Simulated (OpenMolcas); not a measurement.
## V3+: moving the ligands

V3+ with 3 ligands (oxide) in trigonal planar coordination (D3h) at 1.82 Å. A charge of +1 e stands 2.4 Å behind each ligand. Ligand basis ANO-RCC-VDZP.

```yaml
Program: OpenMolcas 26.06
Method: "SS-CASPT2, IPEA 0.25 Eh, imaginary shift 0.1 Eh (closed shells correlated: 3s 3p and the ligand valence shells)"
Basis: ANO-RCC-VDZP [5s4p2d1f]
Scalar_Hamiltonian: DKH2, point nucleus
Active_space: 2 electrons in 5 orbitals (3d)
State_averaging: 2S+1 = 3 even, 10 roots; 2S+1 = 1 even, 15 roots
Spin-orbit_coupling: RASSI with atomic mean-field integrals over the reference wave functions
```

Runs around this geometry, states (labels of D3, the rotations of D3h). Energies in cm-1 above the lowest state or level, χT in cm3 K/mol.

```json
{"R (Å)": "1.76", "Ground state": "1A1", "First state of that spin": "1E 6490", "First gap with spin-orbit (degeneracies)": "860 (1, 1)", "χT at 300 K": "0.147", "First state of another spin": "3E 880"}
{"R (Å)": "1.82", "Ground state": "3E", "First state of that spin": "3A2 5970", "First gap with spin-orbit (degeneracies)": "70 (1, 1)", "χT at 300 K": "0.911", "First state of another spin": "1A1 940"}
{"R (Å)": "1.94", "Ground state": "3E", "First state of that spin": "3A2 3770", "First gap with spin-orbit (degeneracies)": "41 (1, 1)", "χT at 300 K": "0.931", "First state of another spin": "1A1 3550"}
```

The ground state changes within this set.

Roots that are degenerate in the reference are averaged as groups; the widest CASPT2 spread within a group is 240 cm-1 (the 2-fold group of multiplicity 3 near 12700 cm-1 above the lowest state of its run, R = 1.76). Shifts and gaps below about the spread of the groups concerned are not significant. Over all roots computed the reference weight is 0.74 to 0.76 in R = 1.76, 0.74 to 0.75 in R = 1.82, 0.73 to 0.75 in R = 1.94; a low but even weight reflects the number of correlated electrons. The oxide ions are held by bare point charges, a crude embedding. Ligand-to-metal charge-transfer states are missing. With no ligand orbital active B as a rule stays too high, so bands that hang on it stand too high and its fall with covalency is understated. The least metal-like active orbital is 83 % on the metal (Löwdin) and no ligand orbital is active, so the numbers are rough (holds for R = 1.76). An orbital doublet at a regular site is open to a Jahn-Teller distortion, which this geometry leaves out (holds for R = 1.82; R = 1.94). The least metal-like active orbital is 85 % on the metal (Löwdin) and no ligand orbital is active, so the numbers are rough (holds for R = 1.82). No measured value stands beside these numbers; the geometry is a model, was not optimised and need not be the one that this ion takes.
